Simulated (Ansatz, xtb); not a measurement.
Species: C$_{3}$HO, charge 0, multiplicity 2. It need not be the lowest isomer of its formula. 
Geometry from a B3LYP-D3(BJ)/def2-TZVP (Ansatz, an electronic-structure program) optimisation:
```xyz
5

C     -1.9021    -0.1287    -0.0972
C     -0.6442    -0.1607    -0.0129
C      0.6248     0.1100     0.0203
O      1.7849     0.2333     0.0719
H     -2.7498    -0.7901    -0.0370
```
Charge 0, spin multiplicity 2.

Harmonic wavenumbers from GFN2-xTB (xtb, at its own minimum), cm⁻¹: 229, 249, 295, 495, 642, 1000, 1839, 2265, 3287.

**Question.** Give the harmonic wavenumbers at B3LYP-D3(BJ)/def2-TZVP (Ansatz, finite differences of forces, unscaled).

**Answer.** 229, 243, 303, 643, 668, 967, 1829, 2259, 3264 cm⁻¹. Zero-point energy 14.9 kcal/mol.

**Question.** From these and the geometry, give the ideal-gas thermochemistry at 298.15 K and 1 atm (rigid rotor, harmonic oscillator).

**Answer.** Point group Cs, rotational symmetry number 1. Rotational constants 1154, 4.453, 4.436 GHz. S(trans) 37.83, S(rot) 20.18, S(vib) 5.91, S(elec, spin only) 1.38, S 65.3 cal/(mol K). H(298) - H(0) 3.46 kcal/mol; G - E(el) -1.1 kcal/mol.
